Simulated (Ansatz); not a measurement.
`C[NH][InH2]` + `O[SiH3]` → `[SiH3][O][InH2]` + CH₃NH₂  (ligand exchange at the In–N bond)

Gas-phase electronic energies from Ansatz, PBE0-D4/def2-TZVP geometries. CCSD(T)/CBS is the MP2 limit (def2-TZVPP, def2-QZVPP) plus CCSD(T) − MP2 in def2-TZVPP, frozen cores. Functionals use def2-TZVPP. Elements past krypton have def2 core potentials. For In outer-core shells are correlated without core-valence functions, which leaves a few kJ/mol of doubt a bond.

```json
{"level": "PBE-D4", "ΔE (kcal/mol)": "-8.6", "difference from CCSD(T)/CBS": "1.3"}
{"level": "revPBE-D4", "ΔE (kcal/mol)": "-8.8", "difference from CCSD(T)/CBS": "1.1"}
{"level": "BLYP-D4", "ΔE (kcal/mol)": "-9.5", "difference from CCSD(T)/CBS": "0.4"}
{"level": "BHLYP-D4", "ΔE (kcal/mol)": "-11.4", "difference from CCSD(T)/CBS": "-1.5"}
{"level": "CAM-B3LYP-D4", "ΔE (kcal/mol)": "-10.3", "difference from CCSD(T)/CBS": "-0.4"}
{"level": "B2PLYP", "ΔE (kcal/mol)": "-10.1", "difference from CCSD(T)/CBS": "-0.2"}
{"level": "PBE-QIDH", "ΔE (kcal/mol)": "-9.8", "difference from CCSD(T)/CBS": "0.1"}
{"level": "revPBE", "ΔE (kcal/mol)": "-9.3", "difference from CCSD(T)/CBS": "0.6"}
{"level": "r2SCANh", "ΔE (kcal/mol)": "-10.2", "difference from CCSD(T)/CBS": "-0.3"}
{"level": "CAM-B3LYP", "ΔE (kcal/mol)": "-10.3", "difference from CCSD(T)/CBS": "-0.4"}
{"level": "RPA@PBE/def2-TZVPP", "ΔE (kcal/mol)": "-9.6", "difference from CCSD(T)/CBS": "0.3"}
{"level": "HF/def2-SVP", "ΔE (kcal/mol)": "-14.1", "difference from CCSD(T)/CBS": "-4.2"}
{"level": "MP2/def2-QZVPP", "ΔE (kcal/mol)": "-9.4", "difference from CCSD(T)/CBS": "0.5"}
{"level": "SCS-MP2/def2-QZVPP", "ΔE (kcal/mol)": "-10.4", "difference from CCSD(T)/CBS": "-0.5"}
{"level": "HF/CBS(def2)", "ΔE (kcal/mol)": "-13.7", "difference from CCSD(T)/CBS": "-3.8"}
{"level": "CCSD/CBS(def2)", "ΔE (kcal/mol)": "-10.4", "difference from CCSD(T)/CBS": "-0.5"}
{"level": "CCSD(T)/CBS", "ΔE (kcal/mol)": "-9.9", "difference from CCSD(T)/CBS": "0"}
```

Largest T1 diagnostic among the species: 0.016.

Leaving LDA and LC-ωPBE aside and taking each functional with its dispersion term where it has one, the values spread over 2.9 kcal/mol, from BHLYP-D4 to PBE-D4. LDA lies +2.5 kcal/mol from PBE without D4. In def2-TZVPP, CCSD(T) changes the Hartree–Fock value by +3.9 kcal/mol (the triples alone add +0.5 kcal/mol) and MP2 by +4.3 kcal/mol. At CCSD(T), def2-SVP lies −0.9 kcal/mol from the extrapolated value and def2-TZVPP +0.3 kcal/mol.
